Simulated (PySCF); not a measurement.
A structure optimised at PBE-D3(BJ)/def2-SVP, used in a PySCF frequency run:

```
Si
F 1 1.6347
F 1 1.6347 2 107.18
H 1 1.4991 2 107.72 3 -115.66
Ge 1 2.3824 4 116.39 2 122.35
H 5 1.5484 1 109.77 4 180.00
H 5 1.5497 6 109.10 1 120.62
H 5 1.5497 6 109.10 7 118.76
```

Q: Write its SMILES, formula and point group.

A: F[SiH](F)[GeH3], F2GeH4Si, Cs

Q: What are its rotational constants (standard atomic weights)?

A: 6.0417, 1.7374, 1.4642 GHz
